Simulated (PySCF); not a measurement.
A GIAO shielding run with PySCF 2.14.0 with density-fitted response routines (density fitting, non-relativistic, gas phase) on SMILES CS[Si@H](F)C[SiH3], C2H9FSSi2:

```
$ OMP_NUM_THREADS=1 python probes_run.py task.json out

{"job": {"kind": "nmr", "xc": "PBE0", "basis": "pcSseg-1"}, "charge": 0, "multiplicity": 1}
C      3.240781     0.089956    -0.440451
S      1.882830    -1.032426     0.016063
Si     0.225066     0.299227    -0.244451
F      0.580927     1.672063     0.534552
C     -1.314039    -0.463590     0.513846
Si    -2.872011     0.611390     0.331937
H      3.122598     0.404474    -1.472339
H      3.240692     0.948108     0.223207
H      4.161971    -0.470636    -0.325971
H      0.156201     0.737937    -1.627716
H     -1.132398    -0.657576     1.571678
H     -1.492606    -1.434464     0.054821
H     -2.667835     1.902667     0.983471
H     -3.998686    -0.088200     0.953708
H     -3.137904     0.812746    -1.094267
```

Hardware: 1 thread of an Arm Neoverse N1, shared host. The job also computes population analyses, field gradients.

(1) How large is the calculation?

(2) How long does it take, and how much memory does it need?

## Answers

(1) 74 electrons, 168 basis functions and 944 auxiliary functions.

(2) 43 s of wall time, with 12 SCF cycles and 4 response iterations; peak memory 0.75 GiB. Times on a shared host scatter by some tens of per cent.
